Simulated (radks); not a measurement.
Species: Os48+. Configuration: [Ar] 3d10. All-electron calculation, Dirac Kohn-Sham, PBE, spin-unpolarised, spherical densities, finite nucleus; Fermi nuclear charge, rms radius 5.4126 fm. Program: a radial shooting solver on a logarithmic mesh with Libxc functionals.

Normalised radial functions P(r) = r R(r) (large component), r in bohr:

```
   r/bohr * 3s1/2, o 3d5/2 (the largest magnitude, 2.61, reaches the edge; | marks zero, & curves that meet)
0.0007472                             o  *
0.0008425                             o  *
0.0009424                             o  *
 0.001063                             o   *
 0.001198                             o   *
 0.001351                             o   *
 0.001523                             o    *
 0.001717                             o    *
 0.001921                             o     *
 0.002165                             o     *
 0.002442                             o     *
 0.002753                             o      *
 0.003104                             o      *
   0.0035                             o       *
 0.003914                             o       *
 0.004413                             o        *
 0.004976                             o        *
  0.00561                             o        *
 0.006326                             o         *
 0.007132                             o         *
 0.007978                             o         *
 0.008995                             o         *
  0.01014                             o        *
  0.01143                             o        *
  0.01289                             o       *
  0.01442                             |o    *
  0.01626                             |o   *
  0.01833                             |o *
  0.02067                             |&
   0.0233                           * | o
  0.02628                        *    | o
  0.02939                      *      |  o
  0.03314                   *         |   o
  0.03736                *            |    o
  0.04212              *              |     o
   0.0475             *               |       o
  0.05355             *               |         o
   0.0599               *             |           o
  0.06753                 *           |             o
  0.07614                     *       |                o
  0.08585                           * |                  o
   0.0968                             |   *                 o
   0.1083                             |          *           o
   0.1221                             |                *       o
   0.1376                             |                     *   o
   0.1552                             |                         &
    0.175                             |                       o  *
   0.1973                             |                     o   *
   0.2207                             |                  o    *
   0.2488                             |               o  *
   0.2805                             |           o  *
   0.3163                             |        o*
   0.3566                             |     &
   0.4021                             |   &
   0.4497                             | &
   0.5071                             |&
   0.5717                             &
   0.6446                             &
   0.7268                             &
   0.8195                             &
   0.9166                             &
    1.033                             &
    1.165                             &
```

3s1/2: eigenvalue -5349.4 eV, 2 radial nodes at r = 0.0213, 0.0894 bohr, <r> = 0.189 bohr, 90 % of the charge inside 0.278 bohr. 3d5/2: eigenvalue -4308.7 eV, 0 radial nodes, <r> = 0.172 bohr, 90 % of the charge inside 0.265 bohr.
